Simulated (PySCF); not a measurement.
trans-(1R,2R)-1-chloro-2-fluorocyclobutane (C₄H₆ClF), SMILES Cl[C@H]1[C@@H](CC1)F. Geometry: B3LYP-D3(BJ)/def2-SVP.

All values below come from B3LYP-D3(BJ)/def2-SVP (PySCF 2.14.0).

Harmonic wavenumbers (cm⁻¹): 134, 210, 304, 380, 464, 571, 737, 794, 907, 932, 968, 1025, 1096, 1110, 1150, 1197, 1223, 1242, 1249, 1264, 1308, 1405, 1454, 1478, 3071, 3075, 3082, 3114, 3138, 3150. Rotational constants (GHz): 4.428, 2.087, 1.521; symmetry number 1.

Question: Work out the zero-point energy and the ideal-gas rigid-rotor harmonic-oscillator thermochemistry at 298.15 K and 1 atm.

Answer: ZPE = ½ Σ hcν = ½ × 41233 cm⁻¹ = 58.95 kcal/mol. H − E(el) = 63.15 kcal/mol. Entropy in cal/(mol K): translation 39.96, rotation 27.53, vibration 9.97, total 77.46. G − E(el) = 40.05 kcal/mol. Cp = 22.56 cal/(mol K). Modes under 150 cm⁻¹ make the vibrational entropy uncertain.
